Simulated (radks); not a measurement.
The numbers below are computed, except where a source is named.
Problem. Valence configurations of neutral mercury. Level of theory: scalar-relativistic Kohn-Sham, PBE, spin-polarised, spherical densities, finite nucleus; open shells are filled with parallel spins first (spin-orbit coupling, left out, can overturn this in heavy ions); Fermi nuclear charge, rms radius 5.4648 fm (a radial shooting solver on a logarithmic mesh with Libxc functionals). Order these by energy: [Hg]; [Xe] 4f14 5d10 6s1 6p1; [Xe] 4f14 5d10 6s1.5 6p0.5; [Xe] 4f14 5d10 6s0.5 6p1.5; [Xe] 4f14 5d9 6s2 6p1; [Xe] 4f14 5d10 6p2; [Xe] 4f14 5d9 6s1.5 6p1.5; [Xe] 4f12 5d10 6s1.5 6p2.5; [Xe] 4f13.5 5d10 6s2 6p0.5; [Xe] 4f14 5d9.5 6s2 6p0.5.

Solution. From the lowest, in eV above it: [Hg] 0.000; [Xe] 4f14 5d10 6s1.5 6p0.5 2.801; [Xe] 4f14 5d9.5 6s2 6p0.5 4.706; [Xe] 4f14 5d10 6s1 6p1 5.460; [Xe] 4f14 5d10 6s0.5 6p1.5 8.684; [Xe] 4f14 5d9 6s2 6p1 10.014; [Xe] 4f14 5d10 6p2 11.983; [Xe] 4f14 5d9 6s1.5 6p1.5 12.984; [Xe] 4f13.5 5d10 6s2 6p0.5 49.352; [Xe] 4f12 5d10 6s1.5 6p2.5 224.46. NIST lists [Hg] as the ground configuration; this level of theory agrees among the configurations tried. The energies are those of spherical high-spin densities, not of single terms.
